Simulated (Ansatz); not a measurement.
One change: `[SiH3][Ga]1[CH2][CH2]1` becomes `[CH2]1[CH2][GaH]1`.

Ansatz, PBE0-D4/def2-TZVP geometries, multiplicity 1. 

Scalar relativity is left out up to krypton.

```
                                      property  `[SiH3][Ga]1[CH2][CH2]1`
             LUMO energy (PBE/def2-TZVPP) / eV                     -2.52
size of the dipole moment (PBE/def2-TZVPP) / D                      2.02
           HOMO–LUMO gap (PBE/def2-TZVPP) / eV                      2.49
            HOMO energy (PBE0/def2-TZVPP) / eV                     -5.77
            LUMO energy (PBE0/def2-TZVPP) / eV                     -1.75
           LUMO energy (B3LYP/def2-TZVPP) / eV                     -1.96
```

Problem. What does the change do to each property? (An estimate is asked.)

Solution. Computed: 
| property | `[CH2]1[CH2][GaH]1` | shift |
| --- | --- | --- |
| LUMO energy (PBE/def2-TZVPP) / eV | -2.17 | 0.35 |
| size of the dipole moment (PBE/def2-TZVPP) / D | 0.49 | -1.53 |
| HOMO–LUMO gap (PBE/def2-TZVPP) / eV | 2.38 | -0.11 |
| HOMO energy (PBE0/def2-TZVPP) / eV | -5.56 | 0.21 |
| LUMO energy (PBE0/def2-TZVPP) / eV | -1.35 | 0.40 |
| LUMO energy (B3LYP/def2-TZVPP) / eV | -1.64 | 0.32 |

With PBE0 the HOMO rises by 0.21 eV and the LUMO rises by 0.40 eV, so the gap widens by about 0.19 eV. PBE moves the HOMO by 0.46 eV and ωB97M-V by -0.10 eV. Dipoles are sizes alone; their direction can turn.

B3LYP here is the variant with VWN-RPA as its local correlation; programs differ in this.
